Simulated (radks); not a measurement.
Effect of the nuclear size on the nickel ion Ni+, [Ar] 3d9. All-electron calculation, Dirac Kohn-Sham, LDA (Slater exchange, Perdew-Wang correlation), spin-unpolarised, spherical densities, finite nucleus; open shells are shared between the two j in proportion to 2j + 1; Fermi nuclear charge, rms radius 3.7757 fm. Program: a radial shooting solver on a logarithmic mesh with Libxc functionals. The rms radius is varied about that value; shifts are against it.

| rms radius (fm) | total energy shift (eV) | density at nucleus (e/bohr^3) | 1s1/2 shift (meV) | 2s1/2 shift (meV) | 3s1/2 shift (meV) |
|---|---|---|---|---|---|
| 3.0319 | -0.0559 | 1.97e+04 | -23.8 | -2.23 | -0.334 |
| 3.6473 | -0.0105 | 1.952e+04 | -4.46 | -0.417 | -0.063 |
| 3.7757 | 0 | 1.949e+04 | 0.000 | 0.000 | 0.000 |
| 3.9494 | 0.0147 | 1.945e+04 | 6.27 | 0.586 | 0.088 |
| 4.1646 | 0.0339 | 1.94e+04 | 14.4 | 1.35 | 0.202 |

Slopes of the eigenvalues against <r^2> in GHz/fm^2, as finite differences over the two radii next to the reference (eigenvalue slopes, not the field-shift constants of lines): 1s1/2 1130, 2s1/2 106, 3s1/2 15.9.
